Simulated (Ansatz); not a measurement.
Ansatz (a first-principles code) input (B3LYP/6-31G*):

Ansatz 0.2 input:
```yaml
crystal:
  periodic: [false, false, false]
  atoms:
    - {symbol: N, position_ang: [1.53455221, -0.21352583, -0.23371139]}
    - {symbol: Si, position_ang: [-0.15310607, 0.10187301, -0.32355670]}
    - {symbol: O, position_ang: [-0.85271726, -1.35874225, 0.10417560]}
    - {symbol: O, position_ang: [-0.37526475, 1.37705954, 0.73962366]}
    - {symbol: H, position_ang: [1.91733098, -1.06651008, -0.62044088]}
    - {symbol: H, position_ang: [2.19929332, 0.54913351, -0.24517335]}
    - {symbol: H, position_ang: [-1.74265460, -1.48262041, -0.25489128]}
    - {symbol: H, position_ang: [-1.14849419, 1.92191737, 0.53588492]}
basis:
  gaussian:
    orbitals: 6-31G*
hamiltonian:
  xc: {name: B3LYP}
magnetization: {spin_polarized: true, initial_magnetization: 1}
phonons: {temperatures: {t_min: 298.15, t_max: 298.15, t_step: 100}}
```

Output:

```
Functional definition: B3LYP
integrals: 0.02 GiB planned
744 factors; integrals over basis functions are off by at most 3.9e-4 eV
mean field: 0.35 GiB planned
mean field evaluation 1: about -13515.1017 eV, gradient 6.0e1 eV
mean field evaluation 2: about -13490.7948 eV, gradient 9.6e1 eV
mean field evaluation 4: about -13528.0757 eV, gradient 2.7e0 eV
mean field evaluation 8: about -13528.1237 eV, gradient 3.7e-2 eV
mean field evaluation 16: about -13528.1237 eV, gradient 2.4e-5 eV
mean field -13528.12368393 eV, -497.1493756927 hartree, gradient 1.8e-5 eV, S^2 0.751868; 0 other end points of the search recorded, 0 dependent functions left out
the calculation of the forces begins
reference -13528.12389689 eV, -497.1493835190 hartree; 21, 20 occupied and 51, 52 virtual orbitals, 744 factors
these checks for a lower state are left out or cut short: stability, starts, cluster_reference, orbital_swaps, neighbouring_geometries, increment
integrals: 0.02 GiB planned
744 factors; integrals over basis functions are off by at most 3.9e-4 eV
mean field: 0.35 GiB planned
mean field -13528.12366743 eV, -497.1493750864 hartree, gradient 2.5e-6 eV, S^2 0.751865; 0 other end points of the search recorded, 0 dependent functions left out
the calculation of the forces begins
reference -13528.12388043 eV, -497.1493829142 hartree; 21, 20 occupied and 51, 52 virtual orbitals, 744 factors
these checks for a lower state are left out or cut short: stability, starts, cluster_reference, orbital_swaps, neighbouring_geometries, increment
integrals: 0.02 GiB planned
744 factors; integrals over basis functions are off by at most 3.9e-4 eV
mean field: 0.35 GiB planned
mean field evaluation 32: about -13528.1237 eV, gradient 2.9e-6 eV
mean field -13528.12367051 eV, -497.1493751996 hartree, gradient 2.9e-6 eV, S^2 0.751870; 0 other end points of the search recorded, 0 dependent functions left out
the calculation of the forces begins
reference -13528.12388343 eV, -497.1493830242 hartree; 21, 20 occupied and 51, 52 virtual orbitals, 744 factors
these checks for a lower state are left out or cut short: stability, starts, cluster_reference, orbital_swaps, neighbouring_geometries, increment
integrals: 0.02 GiB planned
744 factors; integrals over basis functions are off by at most 3.9e-4 eV
mean field: 0.35 GiB planned
mean field -13528.12348240 eV, -497.1493682868 hartree, gradient 2.0e-6 eV, S^2 0.751871; 0 other end points of the search recorded, 0 dependent functions left out
the calculation of the forces begins
reference -13528.12369538 eV, -497.1493761137 hartree; 21, 20 occupied and 51, 52 virtual orbitals, 744 factors
these checks for a lower state are left out or cut short: stability, starts, cluster_reference, orbital_swaps, neighbouring_geometries, increment
integrals: 0.02 GiB planned
744 factors; integrals over basis functions are off by at most 3.9e-4 eV
mean field: 0.35 GiB planned
mean field -13528.12348228 eV, -497.1493682825 hartree, gradient 2.0e-6 eV, S^2 0.751864; 0 other end points of the search recorded, 0 dependent functions left out
the calculation of the forces begins
reference -13528.12369522 eV, -497.1493761079 hartree; 21, 20 occupied and 51, 52 virtual orbitals, 744 factors
these checks for a lower state are left out or cut short: stability, starts, cluster_reference, orbital_swaps, neighbouring_geometries, increment
integrals: 0.02 GiB planned
744 factors; integrals over basis functions are off by at most 3.9e-4 eV
mean field: 0.35 GiB planned
mean field -13528.12362685 eV, -497.1493735953 hartree, gradient 1.8e-6 eV, S^2 0.751877; 0 other end points of the search recorded, 0 dependent functions left out
the calculation of the forces begins
reference -13528.12383975 eV, -497.1493814191 hartree; 21, 20 occupied and 51, 52 virtual orbitals, 744 factors
these checks for a lower state are left out or cut short: stability, starts, cluster_reference, orbital_swaps, neighbouring_geometries, increment
integrals: 0.02 GiB planned
744 factors; integrals over basis functions are off by at most 3.9e-4 eV
mean field: 0.35 GiB planned
mean field -13528.12362225 eV, -497.1493734261 hartree, gradient 3.0e-6 eV, S^2 0.751859; 0 other end points of the search recorded, 0 dependent functions left out
the calculation of the forces begins
reference -13528.12383528 eV, -497.1493812548 hartree; 21, 20 occupied and 51, 52 virtual orbitals, 744 factors
these checks for a lower state are left out or cut short: stability, starts, cluster_reference, orbital_swaps, neighbouring_geometries, increment
integrals: 0.02 GiB planned
744 factors; integrals over basis functions are off by at most 3.9e-4 eV
mean field: 0.35 GiB planned
mean field evaluation 64: about -13528.1236 eV, gradient 1.0e-6 eV
[...]
mean field -13528.12365083 eV, -497.1493744765 hartree, gradient 2.8e-6 eV, S^2 0.751864; 0 other end points of the search recorded, 0 dependent functions left out
the calculation of the forces begins
reference -13528.12386380 eV, -497.1493823031 hartree; 21, 20 occupied and 51, 52 virtual orbitals, 744 factors
these checks for a lower state are left out or cut short: stability, starts, cluster_reference, orbital_swaps, neighbouring_geometries, increment
integrals: 0.02 GiB planned
744 factors; integrals over basis functions are off by at most 3.9e-4 eV
mean field: 0.35 GiB planned
mean field -13528.12365042 eV, -497.1493744612 hartree, gradient 1.6e-6 eV, S^2 0.751868; 0 other end points of the search recorded, 0 dependent functions left out
the calculation of the forces begins
reference -13528.12386338 eV, -497.1493822875 hartree; 21, 20 occupied and 51, 52 virtual orbitals, 744 factors
these checks for a lower state are left out or cut short: stability, starts, cluster_reference, orbital_swaps, neighbouring_geometries, increment
integrals: 0.02 GiB planned
744 factors; integrals over basis functions are off by at most 3.9e-4 eV
mean field: 0.35 GiB planned
mean field -13528.12364990 eV, -497.1493744423 hartree, gradient 1.7e-6 eV, S^2 0.751867; 0 other end points of the search recorded, 0 dependent functions left out
the calculation of the forces begins
reference -13528.12386286 eV, -497.1493822684 hartree; 21, 20 occupied and 51, 52 virtual orbitals, 744 factors
these checks for a lower state are left out or cut short: stability, starts, cluster_reference, orbital_swaps, neighbouring_geometries, increment
integrals: 0.02 GiB planned
744 factors; integrals over basis functions are off by at most 3.9e-4 eV
mean field: 0.35 GiB planned
mean field -13528.12357669 eV, -497.1493717519 hartree, gradient 1.5e-6 eV, S^2 0.751867; 0 other end points of the search recorded, 0 dependent functions left out
the calculation of the forces begins
reference -13528.12378966 eV, -497.1493795783 hartree; 21, 20 occupied and 51, 52 virtual orbitals, 744 factors
these checks for a lower state are left out or cut short: stability, starts, cluster_reference, orbital_swaps, neighbouring_geometries, increment
integrals: 0.02 GiB planned
744 factors; integrals over basis functions are off by at most 3.9e-4 eV
mean field: 0.35 GiB planned
mean field evaluation 128: about -13528.1236 eV, gradient 3.2e-5 eV
mean field -13528.12357923 eV, -497.1493718452 hartree, gradient 1.2e-6 eV, S^2 0.751869; 0 other end points of the search recorded, 0 dependent functions left out
the calculation of the forces begins
reference -13528.12379219 eV, -497.1493796712 hartree; 21, 20 occupied and 51, 52 virtual orbitals, 744 factors
these checks for a lower state are left out or cut short: stability, starts, cluster_reference, orbital_swaps, neighbouring_geometries, increment
integrals: 0.02 GiB planned
744 factors; integrals over basis functions are off by at most 3.9e-4 eV
mean field: 0.35 GiB planned
mean field -13528.12366225 eV, -497.1493748962 hartree, gradient 1.9e-6 eV, S^2 0.751867; 0 other end points of the search recorded, 0 dependent functions left out
the calculation of the forces begins
reference -13528.12387522 eV, -497.1493827226 hartree; 21, 20 occupied and 51, 52 virtual orbitals, 744 factors
these checks for a lower state are left out or cut short: stability, starts, cluster_reference, orbital_swaps, neighbouring_geometries, increment
integrals: 0.02 GiB planned
744 factors; integrals over basis functions are off by at most 3.9e-4 eV
mean field: 0.35 GiB planned
mean field -13528.12366309 eV, -497.1493749272 hartree, gradient 2.9e-6 eV, S^2 0.751868; 0 other end points of the search recorded, 0 dependent functions left out
the calculation of the forces begins
reference -13528.12387605 eV, -497.1493827531 hartree; 21, 20 occupied and 51, 52 virtual orbitals, 744 factors
these checks for a lower state are left out or cut short: stability, starts, cluster_reference, orbital_swaps, neighbouring_geometries, increment
integrals: 0.02 GiB planned
744 factors; integrals over basis functions are off by at most 3.9e-4 eV
mean field: 0.35 GiB planned
mean field -13528.12354731 eV, -497.1493706720 hartree, gradient 2.9e-6 eV, S^2 0.751867; 0 other end points of the search recorded, 0 dependent functions left out
the calculation of the forces begins
reference -13528.12376027 eV, -497.1493784982 hartree; 21, 20 occupied and 51, 52 virtual orbitals, 744 factors
these checks for a lower state are left out or cut short: stability, starts, cluster_reference, orbital_swaps, neighbouring_geometries, increment
integrals: 0.02 GiB planned
744 factors; integrals over basis functions are off by at most 3.9e-4 eV
mean field: 0.35 GiB planned
mean field -13528.12355306 eV, -497.1493708834 hartree, gradient 1.5e-6 eV, S^2 0.751869; 0 other end points of the search recorded, 0 dependent functions left out
the calculation of the forces begins
reference -13528.12376602 eV, -497.1493787097 hartree; 21, 20 occupied and 51, 52 virtual orbitals, 744 factors
these checks for a lower state are left out or cut short: stability, starts, cluster_reference, orbital_swaps, neighbouring_geometries, increment
integrals: 0.02 GiB planned
744 factors; integrals over basis functions are off by at most 3.9e-4 eV
mean field: 0.35 GiB planned
mean field evaluation 160: about -13528.1237 eV, gradient 1.4e-6 eV
mean field -13528.12367305 eV, -497.1493752929 hartree, gradient 1.4e-6 eV, S^2 0.751868; 0 other end points of the search recorded, 0 dependent functions left out
the calculation of the forces begins
reference -13528.12388599 eV, -497.1493831186 hartree; 21, 20 occupied and 51, 52 virtual orbitals, 744 factors
these checks for a lower state are left out or cut short: stability, starts, cluster_reference, orbital_swaps, neighbouring_geometries, increment
integrals: 0.02 GiB planned
744 factors; integrals over basis functions are off by at most 3.9e-4 eV
mean field: 0.35 GiB planned
mean field -13528.12367420 eV, -497.1493753351 hartree, gradient 1.2e-6 eV, S^2 0.751867; 0 other end points of the search recorded, 0 dependent functions left out
the calculation of the forces begins
reference -13528.12388717 eV, -497.1493831618 hartree; 21, 20 occupied and 51, 52 virtual orbitals, 744 factors
these checks for a lower state are left out or cut short: stability, starts, cluster_reference, orbital_swaps, neighbouring_geometries, increment
integrals: 0.02 GiB planned
744 factors; integrals over basis functions are off by at most 3.9e-4 eV
mean field: 0.35 GiB planned
mean field -13528.12366123 eV, -497.1493748585 hartree, gradient 2.1e-6 eV, S^2 0.751867; 0 other end points of the search recorded, 0 dependent functions left out
the calculation of the forces begins
reference -13528.12387418 eV, -497.1493826842 hartree; 21, 20 occupied and 51, 52 virtual orbitals, 744 factors
these checks for a lower state are left out or cut short: stability, starts, cluster_reference, orbital_swaps, neighbouring_geometries, increment
integrals: 0.02 GiB planned
744 factors; integrals over basis functions are off by at most 3.9e-4 eV
mean field: 0.35 GiB planned
mean field -13528.12366148 eV, -497.1493748680 hartree, gradient 2.2e-6 eV, S^2 0.751868; 0 other end points of the search recorded, 0 dependent functions left out
the calculation of the forces begins
reference -13528.12387446 eV, -497.1493826947 hartree; 21, 20 occupied and 51, 52 virtual orbitals, 744 factors
Total energy: -13528.12389689 eV, -497.1493835190 hartree
Atom 0 at     1.534552    -0.213526    -0.233711 Å, force     0.000396    -0.000217     0.000634 eV/Å
Atom 1 at    -0.153106     0.101873    -0.323557 Å, force    -0.000593     0.000305    -0.000869 eV/Å
Atom 2 at    -0.852717    -1.358742     0.104176 Å, force     0.000747    -0.000110     0.000242 eV/Å
Atom 3 at    -0.375265     1.377060     0.739624 Å, force     0.000723    -0.000251     0.000209 eV/Å
Atom 4 at     1.917331    -1.066510    -0.620441 Å, force     0.000120    -0.000351    -0.000196 eV/Å
Atom 5 at     2.199293     0.549134    -0.245173 Å, force     0.000241     0.000342    -0.000035 eV/Å
Atom 6 at    -1.742655    -1.482620    -0.254891 Å, force    -0.000884    -0.000247    -0.000083 eV/Å
Atom 7 at    -1.148494     1.921917     0.535885 Å, force    -0.000749     0.000529     0.000097 eV/Å
Dipole moment:    -0.169159     0.124444    -0.408670 e Å
Vibrations: 181.59 230.65 258.44 319.20 353.43 361.15 381.57 749.14 785.12 854.52 870.86 923.03 933.14 1608.94 3581.47 3682.68 3801.31 3802.72 cm⁻¹, zero-point energy 1.467909 eV
```

The blocks after the first are displaced geometries, from whose forces the wavenumbers follow.
